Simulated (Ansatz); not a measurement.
H3AlOSi, SMILES `O[Si][AlH2]` (lower singlet) (charge 0, multiplicity 1). This singlet lies 0.45 eV below the relaxed triplet at the level frozen-core CCSD(T)/cc-pVTZ // PBE0-D3(BJ)/def2-TZVP (Ansatz, a quantum-chemistry and plane-wave program).

Cartesian coordinates (Å):
```xyz
6

O      1.9314    -0.0002     0.3528
Si     1.0977    -1.3791     0.7519
Al    -1.1188    -0.1843     0.1326
H      1.4370     0.7698     0.0411
H     -0.6651     1.2992    -0.3362
H     -2.6822    -0.5054     0.0960
```
Charge 0, spin multiplicity 1.

The restricted HF start is unstable towards unrestricted orbitals.

Problem. Give the natural occupations of the active orbitals, the CASSCF energy and the corrected energy for frozen-core fic-MRCISD+Q@CASSCF(6e,6o)/cc-pVTZ // PBE0-D3(BJ)/def2-TZVP (Ansatz).

Solution. 
| Property | Value |
|---|---|
| natural occupations | 1.98, 1.98, 1.97, 0.03, 0.02, 0.02 |
| CASSCF energy | -607.5720 Ha |
| corrected energy | -607.9437 Ha |
| weight of the reference | 0.886 |
